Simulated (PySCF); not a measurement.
SMILES CC(C)(C)[Si](F)(Cl)Cl, GFN2-xTB optimised geometry.

```
17

C      1.08     0.71    -1.29
C      0.54     0.10     0.00
C      1.06    -1.34     0.12
C      1.06     0.91     1.19
Si    -1.38     0.10     0.00
F     -1.86    -0.57     1.39
Cl    -2.17    -1.05    -1.44
Cl    -2.17     1.94     0.00
H      2.17     0.70    -1.28
H      0.75     0.15    -2.16
H      0.75     1.74    -1.41
H      0.73    -1.95    -0.72
H      0.70    -1.81     1.04
H      2.15    -1.34     0.14
H      2.15     0.89     1.20
H      0.74     1.95     1.13
H      0.70     0.50     2.13
```

Density from PySCF with PBE0/def2-SVP at that geometry.

Minimum of the electron density along straight lines between bonded atoms, close to the bond critical point (lines longer than 1.1 times the sum of covalent radii, or with two minima, are not listed):

```json
[
 {"bond": "C1–C2", "length / Å": "1.534", "ρ at the minimum / e bohr⁻³": "0.239", "∇²ρ there / e bohr⁻⁵": "-0.53", "position (fraction from the first atom)": "0.50"},
 {"bond": "C2–C3", "length / Å": "1.535", "ρ at the minimum / e bohr⁻³": "0.238", "∇²ρ there / e bohr⁻⁵": "-0.52", "position (fraction from the first atom)": "0.50"},
 {"bond": "C2–C4", "length / Å": "1.535", "ρ at the minimum / e bohr⁻³": "0.238", "∇²ρ there / e bohr⁻⁵": "-0.52", "position (fraction from the first atom)": "0.50"},
 {"bond": "C2–Si5", "length / Å": "1.919", "ρ at the minimum / e bohr⁻³": "0.118", "∇²ρ there / e bohr⁻⁵": "0.24", "position (fraction from the first atom)": "0.62"},
 {"bond": "Si5–F6", "length / Å": "1.619", "ρ at the minimum / e bohr⁻³": "0.118", "∇²ρ there / e bohr⁻⁵": "1.04", "position (fraction from the first atom)": "0.42"},
 {"bond": "Si5–Cl7", "length / Å": "2.005", "ρ at the minimum / e bohr⁻³": "0.101", "∇²ρ there / e bohr⁻⁵": "0.34", "position (fraction from the first atom)": "0.37"},
 {"bond": "Si5–Cl8", "length / Å": "2.005", "ρ at the minimum / e bohr⁻³": "0.101", "∇²ρ there / e bohr⁻⁵": "0.34", "position (fraction from the first atom)": "0.37"},
 {"bond": "C1–H9", "length / Å": "1.089", "ρ at the minimum / e bohr⁻³": "0.275", "∇²ρ there / e bohr⁻⁵": "-1.00", "position (fraction from the first atom)": "0.62"},
 {"bond": "C1–H10", "length / Å": "1.088", "ρ at the minimum / e bohr⁻³": "0.277", "∇²ρ there / e bohr⁻⁵": "-1.02", "position (fraction from the first atom)": "0.63"},
 {"bond": "C1–H11", "length / Å": "1.088", "ρ at the minimum / e bohr⁻³": "0.277", "∇²ρ there / e bohr⁻⁵": "-1.02", "position (fraction from the first atom)": "0.63"},
 {"bond": "C3–H12", "length / Å": "1.088", "ρ at the minimum / e bohr⁻³": "0.277", "∇²ρ there / e bohr⁻⁵": "-1.02", "position (fraction from the first atom)": "0.63"},
 {"bond": "C3–H13", "length / Å": "1.088", "ρ at the minimum / e bohr⁻³": "0.277", "∇²ρ there / e bohr⁻⁵": "-1.02", "position (fraction from the first atom)": "0.63"},
 {"bond": "C3–H14", "length / Å": "1.089", "ρ at the minimum / e bohr⁻³": "0.275", "∇²ρ there / e bohr⁻⁵": "-1.00", "position (fraction from the first atom)": "0.62"},
 {"bond": "C4–H15", "length / Å": "1.088", "ρ at the minimum / e bohr⁻³": "0.275", "∇²ρ there / e bohr⁻⁵": "-1.00", "position (fraction from the first atom)": "0.62"},
 {"bond": "C4–H16", "length / Å": "1.088", "ρ at the minimum / e bohr⁻³": "0.277", "∇²ρ there / e bohr⁻⁵": "-1.02", "position (fraction from the first atom)": "0.63"},
 {"bond": "C4–H17", "length / Å": "1.088", "ρ at the minimum / e bohr⁻³": "0.277", "∇²ρ there / e bohr⁻⁵": "-1.02", "position (fraction from the first atom)": "0.63"}
]
```
